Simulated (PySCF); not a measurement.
Compound: C₆H₁₀OS (charge +1 and doublet state).
Cartesian coordinates in Å at the GFN2-xTB level; atoms count from 1:
```
atom  x, y, z in Å
O1     1.436   -1.207   -0.922
C2     1.966   -0.160   -1.155
C3     1.558    1.184   -0.590
C4     0.875    1.100    0.732
C5    -0.350    0.613    0.966
C6    -1.300    0.067   -0.047
C7    -2.034   -1.168    0.455
S8    -0.944   -2.574    0.835
H9     2.813   -0.091   -1.856
H10    0.896    1.607   -1.356
H11    2.440    1.822   -0.533
H12    1.459    1.445    1.573
H13   -0.721    0.622    1.982
H14   -2.058    0.835   -0.247
H15   -0.802   -0.153   -0.992
H16   -2.594   -0.972    1.372
H17   -2.745   -1.524   -0.296
H18    0.096   -2.181    0.067
```

The hyperfine couplings belong to this conformer and change with its torsions.

As a line formula: `O=CC[CH+][CH]CCS` [radical] (charge +1).

Theory: UKS B3LYP, pcH-1 on C H O S, non-relativistic, mean-field spin-orbit, GIAO in PySCF. Isolated species at its GFN2-xTB geometry (one conformer only). Couplings are sensitive to structure, and on GFN2-xTB geometries they can be far from those on DFT ones, by a factor of two or more for some ions and for spin on atoms past the first row. Stability of the SCF solution: not tested.

What is the g tensor, term by term?

```csv
Δg (ppt),1,2,3
relativistic mass correction,-0.22,-0.22,-0.22
gauge correction,0.01,0.03,0.04
orbital Zeeman/spin–orbit,-0.52,9.02,29.86
total,-0.73,8.83,29.68
```

So g = 2.00159, 2.01115, 2.03200 and g_iso = 2.01491; the tensor is rhombic: the two nearest values differ by 31 % of g3 − g1. Axes: g1 points within 7° of the C4–H12 bond.

What are the electron Larmor frequencies g μB B/h along the three axes at 330 mT?

9.2449, 9.2890, 9.3853 GHz for g1, g2 and g3, a range of 140.5 MHz.

What effective moment and Curie constant follow for a powder?

With the mean of g² = 4.0600 and S(S+1) = 0.75: μ_eff = √(⟨g²⟩S(S+1)) = 1.745 μB and χT = 0.12505·⟨g²⟩·S(S+1) = 0.381 cm³ K/mol (cgs; spin-Hamiltonian part alone).

At 33.841 GHz, how far is the centre of the isotropic spectrum from where a free electron (g = 2.002319) resonates?

B = hν/(g μB) with μB/h = 13.99624 MHz/mT gives 1207.53 mT for the free electron and 1199.98 mT at g_iso, 7.55 mT lower.

In a frozen sample, at which fields do the three g values resonate at 9.5, 34, 94 and 263 GHz (hyperfine left aside), and which band first spreads them over more than twice a line width of 1.0 mT?

| band | GHz | B(g3) mT | B(g2) mT | B(g1) mT | spread mT |
| --- | --- | --- | --- | --- | --- |
| X | 9.5 | 334.03 | 337.50 | 339.11 | 5.08 |
| Q | 34.0 | 1195.48 | 1207.88 | 1213.65 | 18.17 |
| W | 94.0 | 3305.16 | 3339.43 | 3355.38 | 50.22 |
| J | 263.0 | 9247.41 | 9343.29 | 9387.92 | 140.51 |

The spread grows in proportion to the frequency. X band is the first where it exceeds 2.0 mT.

The largest Mulliken spin populations are on S8 (+0.69), C4 (+0.13) and C5 (+0.10). No atom but S8 exceeds +0.15.

The HOMO–LUMO gaps are 6.24 eV among the α and 1.16 eV among the β orbitals.

Time: 2.6 min of wall time (with the writing of density and orbital grids); peak memory 1.1 GiB. Hardware: one thread of an Arm Neoverse V1 (shared host).

The SMILES draws the unpaired electron on C5; the largest computed Mulliken spin population is on S8 (0.69 against 0.10).
